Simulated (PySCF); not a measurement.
From one molecule to another.

First species: C₂H₆Cl₄Si₂.
Atom-mapped SMILES: `[CH3:1][Si:2]([Cl:3])([Cl:4])[Si:5]([CH3:6])([Cl:7])[Cl:8]` (hydrogens: H9, H10, H11 on C1; H12, H13, H14 on C6)

Cartesian coordinates in Å at the GFN2-xTB level; atoms count from 1:
```
atom  x, y, z in Å
C1     2.5615   -0.1989    0.4048
Si2    0.9860    0.1432   -0.6109
Cl3    0.9932   -1.0969   -2.2218
Cl4    1.0985    2.0456   -1.3180
Si5   -0.9854   -0.1425    0.6069
C6    -2.5622    0.1978   -0.4074
Cl7   -0.9932    1.1000    2.2155
Cl8   -1.0940   -2.0447    1.3155
H9     2.6256    0.4658    1.2622
H10    3.4612   -0.0561   -0.1903
H11    2.5721   -1.2195    0.7777
H12   -2.6269   -0.4654   -1.2657
H13   -2.5766    1.2187   -0.7794
H14   -3.4606    0.0524    0.1890
```

Second species: C₇H₁₀NP.
Cartesian coordinates in Å at the GFN2-xTB level; atoms count from 1:
```xyz
19
C7H10NP angstrom
C     -2.2011   -0.8993   -0.5306
P     -1.4894   -0.3842    1.1068
C     -1.9719    1.3935    1.0689
C      0.2477   -0.2140    0.5487
C      0.9930   -1.3377    0.1968
C      2.3117   -1.1680   -0.1796
C      2.8469    0.1129   -0.1759
C      2.0270    1.1613    0.2087
N      0.7640    1.0056    0.5627
H     -3.2863   -0.8778   -0.4523
H     -1.8786   -0.2290   -1.3262
H     -1.8914   -1.9163   -0.7609
H     -1.6751    1.8551    0.1296
H     -1.4764    1.9039    1.8907
H     -3.0503    1.4645    1.2026
H      0.5346   -2.3158    0.2229
H      2.9178   -2.0164   -0.4655
H      3.8730    0.2911   -0.4590
H      2.3949    2.1797    0.2344
```

Levels: PBE0/pcSseg-1 for dipole moment, HOMO energy, LUMO energy and HOMO–LUMO gap; GFN2-xTB for rotational constant A and rotational constant C. Geometries: GFN2-xTB. All species are isolated and taken at one optimised geometry, non-relativistic unless stated. Electronic properties by PySCF.

Dipoles, sizes and rotational constants follow the conformer. The torsions of the flexible species, by atom-mapped SMILES:
- `[CH3:1][Si:2]([Cl:3])([Cl:4])[Si:5]([CH3:6])([Cl:7])[Cl:8]`: C1–Si2–Si5–C6 180°
- `[CH3:1][P:2]([CH3:3])[c:4]1[cH:5][cH:6][cH:7][cH:8][n:9]1`: C1–P2–C4–C5 -69°

```json
{"property": "dipole moment", "column X": "0.00 D", "column Y": "2.06 D"}
{"property": "HOMO energy", "column X": "-8.21 eV", "column Y": "-6.41 eV"}
{"property": "LUMO energy", "column X": "-0.75 eV", "column Y": "-0.81 eV"}
{"property": "HOMO–LUMO gap", "column X": "7.46 eV", "column Y": "5.60 eV"}
{"property": "rotational constant A", "column X": "0.890 GHz", "column Y": "2.906 GHz"}
{"property": "rotational constant C", "column X": "0.458 GHz", "column Y": "0.815 GHz"}
```

(1) Which column belongs to which species?

(2) How does each property change from the first species to the second?

## Answers

(1) Column X is the first species and column Y the second. The first has 14 atoms and 114 electrons, the second 19 and 74.

(2) dipole moment +2.06 D; HOMO energy +1.80 eV; LUMO energy -0.06 eV; HOMO–LUMO gap -1.86 eV; rotational constant A +2.016 GHz; rotational constant C +0.357 GHz.

On the first: Point group C2h forbids a permanent dipole, so the rigid molecule has no electric-dipole pure rotational spectrum.

On the second: In atomic units the dipole is 0.81 e·bohr (1 au = 2.5417 D).
